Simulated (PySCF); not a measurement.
A GIAO shielding run with PySCF (density fitting, non-relativistic, gas phase) on SMILES C[Si@@H]1SC[C@@H](C(F)(F)F)S1, C4H7F3S2Si:

```
$ OMP_NUM_THREADS=1 python probes_run.py task.json out

{"job": {"kind": "nmr", "xc": "PBE0", "basis": "pcSseg-1"}, "charge": 0, "multiplicity": 1}
C      3.155378    -0.173425     0.293487
Si     1.614154     0.285969    -0.694850
S      0.545949     1.892359     0.262286
C     -1.097376     1.176968    -0.037964
C     -1.116114    -0.291465     0.345540
C     -2.498403    -0.875131     0.096311
F     -2.591115    -2.159845     0.444139
F     -2.880423    -0.779309    -1.181022
F     -3.429972    -0.221392     0.817160
S      0.098423    -1.264405    -0.619704
H      2.915052    -0.434169     1.322259
H      3.656921    -1.022670    -0.158808
H      3.852901     0.657305     0.313671
H      1.813063     0.600718    -2.103296
H     -1.350582     1.302839    -1.091640
H     -1.802143     1.741024     0.573641
H     -0.892712    -0.423343     1.408881
```

Hardware: 1 thread of an Arm Neoverse V1, shared host. The job also computes population analyses, field gradients, ring-centre shieldings.

(1) How large is the calculation?

(2) How long does it take, and how much memory does it need?

Results:

(1) 104 electrons, 226 basis functions and 1244 auxiliary functions.

(2) 56 s of wall time, with 13 SCF cycles and 5 response iterations; peak memory 1.1 GiB. Times on a shared host scatter by some tens of per cent.
